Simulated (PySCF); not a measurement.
**How methods differ on the excitation energy of F²⁺**

F²⁺ [He] 2s2 2p3 (4S) → F²⁺ [He] 2s1 2p4 (4P), as a difference of total energies. Computed with PySCF 2.14 in aug-cc-pCVTZ-DK with one added diffuse shell each of s, p, d, f type (8s7p5d3f, 75 functions), with scalar relativity by spin-free X2C-1e. Correlated levels: valence: 1s2 frozen. The calculations carry no spin-orbit coupling.

```tsv
method	excitation energy (cm⁻¹)
UHF	152980
MP2 (valence)	153480
SCS-MP2 (valence)	153570
CCSD (valence)	153200
CCSD(T) (valence)	153150
```

A first-order spin-orbit estimate (lowest level to lowest level, LS coupling) adds -0.023 eV.
